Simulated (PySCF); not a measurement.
**Question.** Write Cartesian coordinates for `[O]=[Tc-]([F])([F])([F])[F]` ([TcOF4]-) as optimised with PBE0-D3(BJ)/def2-SVP. (Charge -1 and singlet state.)

**Answer.** 
```xyz
6
F4OTc angstrom
Tc     0.000   -0.001    0.169
O      0.003   -0.007    1.795
F      1.778    0.004   -0.499
F     -0.003    1.785   -0.480
F     -1.779    0.000   -0.494
F      0.001   -1.782   -0.492
```

Any rigid rotation of these coordinates is as good. Atoms count from 1 in this order. All 4 F–Tc bonds measure 1.899 to 1.900 Å. Tc1 (technetium bonded to 4 F and O) has τ5 = (β − α)/60° = 0.01 from the two widest angles, 139.7° and 138.9° (0 for a square pyramid, 1 for a trigonal bipyramid).

Bonds between heavy atoms (Å): Tc1–O2 1.626, Tc1–F3 1.899, Tc1–F4 1.900, Tc1–F5 1.899, Tc1–F6 1.900.

Method: PBE0-D3(BJ)/def2-SVP geometry optimisation, gas phase, def2 core potentials past Kr in PySCF.

Point group: C4v (tolerance 0.08 Å). Not checked by PBE0-D3(BJ)/def2-SVP frequencies. The geometry's basis has no diffuse functions, a weakness for an anion.

On x86-64 server, one thread, shared host, this took 30 s of wall time. This is the geometry optimisation.
